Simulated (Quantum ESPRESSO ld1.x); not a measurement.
All-electron atom: the sulfur ion S3+ in [Ne] 3s2 3p1. Calculated with ld1.x of Quantum ESPRESSO 7.5: non-relativistic Kohn-Sham, PW91, spin-unpolarised, spherical densities, point nucleus.

Normalised radial functions P(r) = r R(r), r in bohr:

| r | 2s | 3s |
|---|---|---|
| 0.01025 | 0.2973 | 0.1049 |
| 0.01156 | 0.3280 | 0.1157 |
| 0.01303 | 0.3608 | 0.1273 |
| 0.01469 | 0.3956 | 0.1395 |
| 0.01656 | 0.4321 | 0.1524 |
| 0.01867 | 0.4700 | 0.1657 |
| 0.02089 | 0.5060 | 0.1784 |
| 0.02355 | 0.5447 | 0.1919 |
| 0.02655 | 0.5826 | 0.2052 |
| 0.02994 | 0.6184 | 0.2176 |
| 0.03376 | 0.6505 | 0.2288 |
| 0.03806 | 0.6772 | 0.2379 |
| 0.04291 | 0.6963 | 0.2442 |
| 0.048 | 0.7049 | 0.2468 |
| 0.05412 | 0.7018 | 0.2451 |
| 0.06102 | 0.6830 | 0.2376 |
| 0.0688 | 0.6453 | 0.2232 |
| 0.07757 | 0.5858 | 0.2009 |
| 0.08746 | 0.5019 | 0.1697 |
| 0.09782 | 0.3996 | 0.1319 |
| 0.1103 | 0.2636 | 0.0819 |
| 0.1244 | 0.1007 | 0.0223 |
| 0.1402 | -0.0869 | -0.0458 |
| 0.1581 | -0.2947 | -0.1205 |
| 0.1782 | -0.5158 | -0.1985 |
| 0.1994 | -0.7260 | -0.2708 |
| 0.2248 | -0.9445 | -0.3425 |
| 0.2535 | -1.1435 | -0.4023 |
| 0.2858 | -1.3096 | -0.4435 |
| 0.3222 | -1.4304 | -0.4592 |
| 0.3633 | -1.4962 | -0.4437 |
| 0.4063 | -1.5029 | -0.3973 |
| 0.4581 | -1.4511 | -0.3115 |
| 0.5165 | -1.3433 | -0.1896 |
| 0.5824 | -1.1901 | -0.0364 |
| 0.6567 | -1.0066 | 0.1393 |
| 0.7404 | -0.8099 | 0.3254 |
| 0.8348 | -0.6176 | 0.5074 |
| 0.9337 | -0.4548 | 0.6599 |
| 1.053 | -0.3084 | 0.7908 |
| 1.187 | -0.1952 | 0.8761 |
| 1.338 | -0.1143 | 0.9066 |
| 1.509 | -0.0614 | 0.8795 |
| 1.701 | -0.0299 | 0.8003 |
| 1.903 | -0.0139 | 0.6906 |
| 2.146 | -0.0054 | 0.5517 |
| 2.419 | -0.0018 | 0.4101 |
| 2.728 | -0.0005 | 0.2827 |
| 3.075 | -0.0001 | 0.1802 |
| 3.467 | 0.0000 | 0.1051 |
| 3.878 | 0.0000 | 0.0575 |
| 4.373 | 0.0000 | 0.0266 |
| 4.93 | 0.0000 | 0.0108 |
| 5.559 | 0.0000 | 0.0038 |

2s: eigenvalue -252.20 eV, 1 radial node at r = 0.133 bohr, <r> = 0.480 bohr, 90 % of the charge inside 0.752 bohr. 3s: eigenvalue -52.166 eV, 2 radial nodes at r = 0.130, 0.598 bohr, <r> = 1.52 bohr, 90 % of the charge inside 2.26 bohr.
